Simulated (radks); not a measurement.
The numbers below are computed, except where a source is named.
The mean radii <r> (bohr) of the occupied orbitals of an atom or ion are listed with their occupations. Code: a radial shooting solver on a logarithmic mesh with Libxc functionals. Model: scalar-relativistic Kohn-Sham, PBE, spin-polarised, spherical densities, point nucleus.

| orbital | occ. | <r> |
|---|---|---|
| 1s up | 1 | 0.01932 |
| 1s down | 1 | 0.01932 |
| 2s up | 1 | 0.08184 |
| 2s down | 1 | 0.08184 |
| 2p up | 3 | 0.07294 |
| 2p down | 3 | 0.07293 |
| 3s up | 1 | 0.2117 |
| 3s down | 1 | 0.2116 |
| 3p up | 3 | 0.2111 |
| 3p down | 3 | 0.2110 |
| 3d up | 5 | 0.1911 |
| 3d down | 5 | 0.1911 |
| 4s up | 1 | 0.4457 |
| 4s down | 1 | 0.4459 |
| 4p up | 3 | 0.4620 |
| 4p down | 3 | 0.4624 |
| 4d up | 5 | 0.4688 |
| 4d down | 2 | 0.4693 |

Name the element and its charge. Open shells, if any, are filled with parallel spins first.

Answer. Z = 71, lutetium, charge +28: Lu28+ in [Kr] 4d7. The 1s radius gives Z: for a bare nucleus <r> = (2 gamma + 1)/(2Z) with gamma = sqrt(1 - (Z/c)^2), 0.01909 bohr for Z = 71, and screening makes it slightly larger (0.01932 here). The occupations add up to 43, and the charge is Z minus that.
